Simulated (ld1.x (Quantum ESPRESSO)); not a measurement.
# boron, TM: configuration errors across variants

- Element: B (Z = 5)
- Generator: ld1.x (Quantum ESPRESSO) 7.5
- Type: norm-conserving Troullier–Martins (Kleinman–Bylander form)
- Functional: LDA (PZ)
- Relativity: scalar-relativistic
- Frozen core: [He]
- Valence charge: 3
- Reference configuration: 2s2 2p1
- Partial waves: 2s (bound): rc 1.40 bohr; 2p (bound): rc 3.45 bohr; 3d channel at 0.35 Ry: rc 2.60 bohr
- Local potential: all-electron potential smoothed inside 1.75 bohr (lloc = -1)
- Core correction: none

All-electron excitation energies from the reference (eV): (1) 2s2 2p0 8.327; (2) 2s1 2p0 33.631; (3) 2s2 2p0.5 2.943; (4) 2s1 2p1 14.283; (5) 2s0 2p3 11.401; (6) 2s1 2p2 5.686; (7) 2s2 2p1.3 -0.772; (8) 2s2 2p1 spin -0.235; (9) 2s1 2p0 spin 32.903.

Spin tests fill each open shell by Hund’s rule, majority spin first.

1 further variants failed, have other tests or another functional or relativity, and are left out.

Errors AE − PS in meV (a dash: test not solved or not reliable):

| change | (1) | (2) | (3) | (4) | (5) | (6) | (7) | (8) | (9) | bound ghosts |
| --- | --- | --- | --- | --- | --- | --- | --- | --- | --- | --- |
| base | +141 | +454 | +21 | -57 | -78 | -21 | +2.1 | +9.5 | +541 | none |
| wave 2p (bound): rc 3.45 bohr becomes 2p (bound): rc 5.08 bohr | +436 | +1234 | +76 | -143 | -363 | -96 | +11 | -9.2 | +1314 | none |
| local potential the p channel | +131 | +442 | +17 | -81 | -81 | -22 | +0.3 | +9.1 | +527 | none |
| all radii scaled by about 0.86 (s 1.20, p 2.98, d 2.24 bohr); local potential all-electron potential smoothed inside 1.52 bohr (lloc = -1) | +84 | +303 | +12 | -31 | -33 | -9.1 | +1.1 | +15 | +391 | none |
| wave 3d channel at 0.35 Ry: rc 2.60 bohr becomes 3d channel at 0.35 Ry: rc 2.76 bohr | +141 | +454 | +21 | -57 | -78 | -21 | +2.1 | +9.5 | +541 | none |

(1) Give the same row for: local potential all-electron potential smoothed inside 1.50 bohr (lloc = -1).

Answers

(1) +141, +456, +21, -57, -78, -21, +2.1, +9.5, +543; bound ghosts: none.
